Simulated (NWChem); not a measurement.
# p-xylene (C8H10); SMILES c1c(ccc(c1)C)C

Computed with NWChem. Pople sets run with spherical d functions. Structure relaxed at the PBE-D3(BJ)/def2-SVP level. No frequency run checked for a minimum. Ions are spin-unrestricted doublets at the neutral geometry; other ion states weren't tried.

| level | vertical ionisation energy, ΔSCF (eV) | −ε(HOMO) (eV) | ΔSCF minus −ε(HOMO) (eV) |
|---|---|---|---|
| B3LYP/6-31G* | 8.15 | 6.11 | 2.04 |
| r2SCAN/6-31G* | (withheld) | (withheld) | (withheld) |
| CAM-B3LYP/6-31G* | 8.22 | 7.51 | 0.71 |

Question: What belongs in the gaps?

Answer: 
- r2SCAN/6-31G*, vertical ionisation energy, ΔSCF (eV): 8.14
- r2SCAN/6-31G*, −ε(HOMO) (eV): 5.58
- r2SCAN/6-31G*, ΔSCF minus −ε(HOMO) (eV): 2.56
